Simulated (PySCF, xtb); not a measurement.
Cl4Te, SMILES Cl[Te](Cl)(Cl)Cl (connectivity only; charge and spin as stated), charge +1, multiplicity 2.

Harmonic wavenumbers (cm⁻¹) from GFN2-xTB in xtb at its own minimum, in rising order: 53, 61, 98, 117, 119, 242, 286, 353, 369.

Question: What does PySCF with PBE-D3(BJ)/def2-SVP give at its own minimum? (Estimate from the structure and the level; the computed values follow.)

Answer: 46, 46, 46, 76, 76, 328, 340, 340, 340. Paired by order, the mean absolute difference is 38 cm⁻¹ and the zero-point energies are 2.4 and 2.3 kcal/mol.
